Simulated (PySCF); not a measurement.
**Molecular orbitals of PPd**

r²SCAN at R = 2.144 Å; PySCF, spin-free X2C with a Gaussian nucleus, basis sets P x2c-TZVPPall, Pd x2c-TZVPPall. State: ⁴Σ⁻ (quartet), unpaired electrons σ ↑, π ↑↑. Only the outer orbitals are listed, counted within each symmetry.

```tsv
spin	orbital	occ.	ε (eV)	on P (%)	main shells (%)
α	13σ	1	-8.30	41	58 Pd d, 34 P p
α	6π	1	-7.90	30	69 Pd d, 29 P p
α	6π	1	-7.90	30	69 Pd d, 29 P p
α	2δ	1	-6.54	0	100 Pd d
α	2δ	1	-6.53	0	100 Pd d
α	14σ	1	-5.67	37	36 Pd s, 36 P p, 27 Pd d
α	7π	1	-5.21	67	67 P p, 28 Pd d
α	7π	1	-5.21	67	67 P p, 28 Pd d
α	15σ	0	-2.48	20	54 Pd s, 21 Pd p, 19 P p
α	8π	0	-0.11	5	93 Pd p
α	8π	0	-0.11	5	93 Pd p
β	12σ	1	-13.16	84	82 P s, 10 Pd d
β	13σ	1	-7.34	40	58 Pd d, 26 P p, 13 P s
β	6π	1	-7.04	12	87 Pd d, 11 P p
β	6π	1	-7.04	12	87 Pd d, 11 P p
β	2δ	1	-5.96	0	100 Pd d
β	2δ	1	-5.96	0	100 Pd d
β	14σ	0	-4.34	36	40 Pd s, 36 P p, 23 Pd d
β	7π	0	-3.05	77	77 P p, 12 Pd p, 11 Pd d
β	7π	0	-3.05	77	77 P p, 12 Pd p, 11 Pd d
```

**Question.** Which are the highest filled and the lowest empty level, where do they sit, and how wide is the gap?

**Answer.** Highest filled α 7π at -5.21 eV (in %: 67 P p, 28 Pd d); lowest empty β 14σ at -4.34 eV (in %: 40 Pd s, 36 P p, 23 Pd d); the gap at r²SCAN is 0.87 eV.

The bond order (Mayer) is 1.68. The ⟨S²⟩ is 3.758, the charge on P (Mulliken, basis-dependent) is -0.14 and the charge on P (Löwdin, basis-dependent) is 0.34. The dipole moment (positive dipole means P(−)Pd(+)) is 2.36 D.

Spin–orbit coupling is left out. With d or f electrons several states lie close, and the lowest PBE0 determinant need not be the measured ground state.
